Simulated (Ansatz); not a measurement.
Molecule: CH2N, charge -1, multiplicity 1. It need not be the lowest isomer of its formula. Whether it binds its extra electron was not tested at this geometry. 
Structure (B3LYP-D3(BJ)/def2-TZVP (Ansatz, a program for electronic structure) minimum search):
```
C
N 1 1.2341
H 1 1.1553 2 126.44
H 1 1.1553 3 107.12 2 -180.00
```
Charge -1, spin multiplicity 1.

Basis-set convergence of Hartree-Fock and CCSD(T) correlation energies (hartree) with Ansatz. Valence correlation only, unless marked. Spin-orbit coupling is left out. No relativistic terms. This anion needs diffuse functions, which these sets lack.

```csv
basis,functions,E(HF),"E(corr, CCSD(T))"
def2-SVP,38,-93.29823,-0.33217
def2-TZVPP,90,-93.42027,-0.40945
def2-QZVPP,174,…,…
```

Question: What belongs in the gaps?

Answer: 
- def2-QZVPP, E(HF): -93.42756
- def2-QZVPP, E(corr, CCSD(T)): -0.43374
